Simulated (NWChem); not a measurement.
System: BF cation, doublet

```xyz
2

B      0.0000     0.0000    -0.7773
F      0.0000     0.0000     0.4351
```
Atoms are numbered in this order, from 1.

All runs: NWChem. Spin-unrestricted. The geometry was optimised at PBE0-D3(BJ)/def2-TZVP, spin-unrestricted. No stability test was run on the SCF state. Fermi-contact couplings, non-relativistic, static geometry.

For level BHandHLYP/aug-cc-pVTZ-J:

```
Item                     Result
-----------------------  ------
A(iso) 19F atom 2 (MHz)     267
```

### Question
What are these values for level CAM-B3LYP/IGLO-II?

### Answer
| Quantity | Value |
|---|---|
| A(iso) 19F atom 2 (MHz) | 285 |
